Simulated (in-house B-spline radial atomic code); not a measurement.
Configurations of Pr+, with energies counted from [Xe] 4f3 6s1. Method: Dirac-Hartree-Fock, average of configuration, Fermi nucleus of rms radius 4.8919 fm. Calculated with a B-spline radial code for spherical atoms. Energies include first-order Breit, QED and recoil terms.

Occupations are held fixed; configurations that lie above the ionisation limit could autoionise.

```
                configuration  E - E(ref) (eV)  highest orbital  its <r> (bohr)
                 [Xe] 4f2 6s2          -0.2026            6s1/2           3.967
                 [Xe] 4f3 7s1           5.1102            7s1/2           8.753
                 [Xe] 4f3 7p1            6.033            7p3/2           10.49
             [Xe] 4f2 5g1 6s1           8.4888            5g7/2            13.7
                [Xe] 4f3 10p1           8.6699           10p3/2           34.49
                 [Xe] 4f3 8g1            8.994            8g7/2           42.99
             [Xe] 4f2 6s1 9d1           9.3865            9d5/2           30.54
            [Xe] 4f2 6s1 10p1           9.4575           10p3/2           33.49
[Kr] 4d10 4f3 5s2 5p5 6s1 6g1           30.023            6g7/2           21.91
[Kr] 4d9 4f3 5s2 5p6 6s1 10p1            124.7           10p3/2           33.45
```

Question: Order these further configurations by energy, lowest first.
A. [Xe] 4f3 8d1
B. [Xe] 4f2 6s1 7g1
C. [Xe] 4f3 7d1
D. [Kr] 4d9 4f3 5s2 5p6 6s1 7p1
E. [Xe] 4f4

Answer: E (6.7631 eV), C (7.2979 eV), A (8.1292 eV), B (9.5557 eV), D (121.84 eV).

Question: How far above the reference does [Kr] 4d9 4f3 5s2 5p6 5g1 6s1 lie?

Answer: 123.73 eV; its least bound orbital is 5g7/2 with <r> = 13.7 bohr.

Question: How far above the reference does [Xe] 4f2 6s1 6p1 lie?

Answer: 2.2929 eV; its least bound orbital is 6p3/2 with <r> = 4.875 bohr.

Question: How far above the reference does [Xe] 4f3 7g1 lie?

Answer: 8.7336 eV; its least bound orbital is 7g7/2 with <r> = 31.74 bohr.

Question: Is the reference the lowest configuration at this level of theory?

Answer: No: [Xe] 4f2 6s2 lies 0.2026 eV lower. Averages of configurations without correlation can order differently from the measured ground levels.
